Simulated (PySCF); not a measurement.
Vertical excitations of a molecule C6H5N3 from PySCF with TDA-LC-ωPBE/def2-SVPD, as energy in eV (oscillator strength): 5.30 (0.076), 5.33 (0.010), 5.86 (0.116), 7.16 (0.006), 7.35 (0.765), 7.43 (0.579). Lowest triplet (TDA): 3.50 eV. Geometry optimised at B3LYP-D3(BJ)/def2-SVP. The values are those of a single conformer.

Pick the molecule that these values belong to.
(A) Cc1cncnc1C#N
(B) c1ccc2[nH]nnc2c1
(C) Cc1ncc(C#N)cn1
(D) Cc1nccnc1C#N

B, c1ccc2[nH]nnc2c1
